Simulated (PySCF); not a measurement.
B(CCH)(Me)(OH) (C3H5BO), SMILES C#CB(C)O.

Geometry optimised at PBE-D3(BJ)/def2-SVP. The structure was generated by enumeration, and PubChem lists no compound with its InChIKey, so it may never have been made. One conformer was computed; it need not be the lowest.

Calculation: r2SCAN/def2-TZVP (PySCF).

Gas-phase values at a fixed geometry.

**Question.** Estimate the frontier levels, gap, dipole moment and polarisability. (An estimate is asked for; the answer gives what the named calculation found.)

**Answer.** 
```
Item                                                                                                           Result
---------------------------------------------------------------------------------------------  ----------------------
highest occupied level                                                                                       -7.14 eV
lowest empty level                                                                                           -1.72 eV
orbital gap                                                                                                   5.42 eV
dipole moment                                                                                                  1.44 D
quadrupole, principal values (traceless, Buckingham form, about the centre of nuclear charge)  -3.36, -0.88, 4.24 D·Å
mean static polarisability                                                                       52.2 bohr³ (7.74 Å³)
polarisability, principal values                                                               36.2, 47.9, 72.5 bohr³
```
